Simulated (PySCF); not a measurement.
Species: `NC[C@@H]1[SiH2]C=C1CC[SiH3]`. The columns A, B, C and D hold Mulliken, IAO, Hirshfeld and ESP-fitted charges (e) of one PBE0/pcSseg-1 density (PySCF), in a shuffled order. Coordinates in Å (GFN2-xTB); the density's dipole moment is (0.41, 0.02, 0.48) D.

```tsv
atom	x	y	z	A	B	C	D
N1	-3.712	-0.439	0.452	-1.052	-0.242	-0.568	-0.445
C2	-2.334	-0.777	0.144	+0.484	-0.032	-0.141	+0.016
C3	-1.315	0.299	0.529	-0.559	-0.123	-0.384	-0.491
Si4	-1.327	1.952	-0.479	+0.425	+0.324	+0.715	+0.662
C5	0.326	1.120	-0.799	-0.390	-0.158	-0.456	-0.319
C6	0.083	0.064	-0.007	+0.149	+0.025	+0.046	-0.188
C7	0.905	-1.127	0.331	-0.044	-0.064	-0.259	-0.124
C8	2.288	-1.130	-0.320	-0.201	-0.153	-0.535	-0.523
Si9	3.449	0.238	0.331	+0.306	+0.308	+0.589	+0.476
H10	-3.982	0.398	-0.054	+0.384	+0.100	+0.237	+0.166
H11	-3.803	-0.237	1.443	+0.380	+0.106	+0.238	+0.165
H12	-2.274	-0.965	-0.932	+0.007	+0.035	+0.133	+0.113
H13	-2.108	-1.715	0.663	+0.010	+0.036	+0.133	+0.121
H14	-1.318	0.404	1.619	+0.149	+0.026	+0.126	+0.125
H15	-1.360	3.175	0.323	-0.091	-0.077	-0.121	-0.085
H16	-2.293	2.024	-1.577	-0.086	-0.076	-0.126	-0.089
H17	1.220	1.323	-1.366	+0.157	+0.034	+0.138	+0.076
H18	0.347	-2.020	0.023	+0.023	+0.048	+0.150	+0.147
H19	1.004	-1.183	1.422	+0.080	+0.045	+0.143	+0.138
H20	2.160	-1.040	-1.400	+0.063	+0.038	+0.149	+0.151
H21	2.746	-2.105	-0.146	+0.078	+0.042	+0.151	+0.144
H22	2.733	1.156	1.218	-0.080	-0.079	-0.115	-0.068
H23	4.542	-0.383	1.086	-0.101	-0.084	-0.122	-0.087
H24	4.012	0.985	-0.797	-0.093	-0.080	-0.120	-0.083
```

Q: Which column most likely holds the ESP-fitted charges?

A: A. Σ q r misses the density's dipole by 0.05 D (A), 0.61 D (B), 0.90 D (D), 1.40 D (C). Charges fitted to the outside potential are the only set here that is tied to the molecule's multipoles.

Q: And the Hirshfeld charges?

A: B. The mean sizes are 0.097 e (B), 0.208 e (D), 0.225 e (A), 0.246 e (C), and Hirshfeld charges are commonly the smallest of these schemes.

As computed, A = ESP-fitted, B = Hirshfeld, C = IAO, D = Mulliken. Hydrogens on carbon: ESP-fitted +0.01 to +0.16, Hirshfeld +0.03 to +0.05, IAO +0.13 to +0.15, Mulliken +0.08 to +0.15 e.

The Hirshfeld scheme weights the molecular density at each point by an atom's share of the summed free-atom densities. The ESP scheme is a least-squares fit of atom-centred charges to the potential on four shells outside the van der Waals surface, with the total charge fixed.

The structure is a single GFN2-xTB conformer in the gas phase; no vibrational or solvent corrections. GFN2-xTB frequencies show an imaginary mode (21i cm⁻¹), so this geometry is no minimum at that level.

Conformer computed: `[NH2:1][CH2:2][C@@H:3]1[SiH2:4][CH:5]=[C:6]1[CH2:7][CH2:8][SiH3:9]`: N1–C2–C3–Si4 -69°, C5–C6–C7–C8 2°, C6–C7–C8–Si9 67°, H–N1–C2–C3 61°, H–N1–C2–C3 -57°.
